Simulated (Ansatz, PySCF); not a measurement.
Sn(F)(Cl)2(NH2) (Cl₂FH₂NSn), SMILES [Sn]([Cl])([Cl])([F])[NH2]. Atoms are numbered in the order given.

```xyz
7

N      2.1709    -0.2555     0.0178
Sn     0.1588    -0.1152     0.1852
F     -0.5358    -0.8994     1.8185
Cl    -0.4899     2.1258     0.2315
Cl    -0.8722    -1.2660    -1.5637
H      2.6401     0.2124     0.7959
H      2.4727    -1.2319     0.0054
```
Charge 0, spin multiplicity 1.

Geometry optimised at B3LYP-D3(BJ)/def2-SVP. The structure was generated by enumeration; whether it is a known compound was not checked. The def2 effective core potentials stand for the cores of Sn; spin–orbit coupling is left out. The values are those of a single conformer.

Two levels are set side by side: PBE-D3(BJ)/def2-SVP (Ansatz, a program for electronic structure) and B3LYP-D3(BJ)/def2-SVP (Ansatz). Each level has its own optimised geometry; the coordinates shown are those of the second. Frequencies come from the Hessian of PySCF at each geometry. Differences are taken from unrounded values.

```tsv
quantity	B3LYP-D3(BJ)
mean bond length (Å)	1.779
bond N1–Sn2 (Å)	2.024
bond Sn2–F3 (Å)	1.940
bond Sn2–Cl4 (Å)	2.333
bond Sn2–Cl5 (Å)	2.334
bond N1–H6 (Å)	1.022
bond N1–H7 (Å)	1.022
highest harmonic wavenumber (cm⁻¹)	3590
mean harmonic wavenumber (cm⁻¹)	856
zero-point energy (kcal/mol)	18.35
```

### Question
What does PBE-D3(BJ) give, and how far is it from B3LYP-D3(BJ)? (Estimate from the structure and the level; the computed values follow.)

### Answer

```
quantity                            PBE-D3(BJ)  PBE-D3(BJ) minus B3LYP-D3(BJ)
----------------------------------  ----------  -----------------------------
mean bond length (Å)                     1.791                          0.012
bond N1–Sn2 (Å)                          2.044                          0.020
bond Sn2–F3 (Å)                          1.956                          0.016
bond Sn2–Cl4 (Å)                         2.342                          0.008
bond Sn2–Cl5 (Å)                         2.342                          0.008
bond N1–H6 (Å)                           1.032                          0.010
bond N1–H7 (Å)                           1.032                          0.010
highest harmonic wavenumber (cm⁻¹)        3491                            -99
mean harmonic wavenumber (cm⁻¹)            833                            -23
zero-point energy (kcal/mol)             17.86                          -0.48
```

GGA bonds tend to be longer and softer than those of functionals with exact exchange. Differences between two approximate levels are no errors against the true value.
